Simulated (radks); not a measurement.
Results of a calculation; reference values are marked as such.
Coulomb parameter of the 3d shell of the chromium ion Cr+ in the model configuration [Ar] 3d3.5 4s1.5, as a second difference U = [E(n + 0.25) + E(n - 0.25) - 2 E(n)] / (0.25)^2 with all orbitals relaxed. "Bare": the charge of the atom changes with n. "Screened": the 4s shell takes up the change at fixed total charge, which measures U(3d,3d) + U(4s,4s) - 2 U(3d,4s). Level of theory: scalar-relativistic Kohn-Sham, PBE, spin-unpolarised, spherical densities, finite nucleus; Fermi nuclear charge, rms radius 3.6452 fm (a radial shooting solver on a logarithmic mesh with Libxc functionals).

case                 configuration  E - E(n) (eV)
start             [Ar] 3d3.5 4s1.5          0.000
bare +0.25       [Ar] 3d3.75 4s1.5         -3.627
bare -0.25       [Ar] 3d3.25 4s1.5          4.492
screened +0.25  [Ar] 3d3.75 4s1.25         -0.893
screened -0.25  [Ar] 3d3.25 4s1.75          1.106

U(bare) = 13.844 eV, U(screened by 4s) = 3.406 eV, against the Slater integral F0(3d,3d) = 20.823 eV with frozen orbitals.
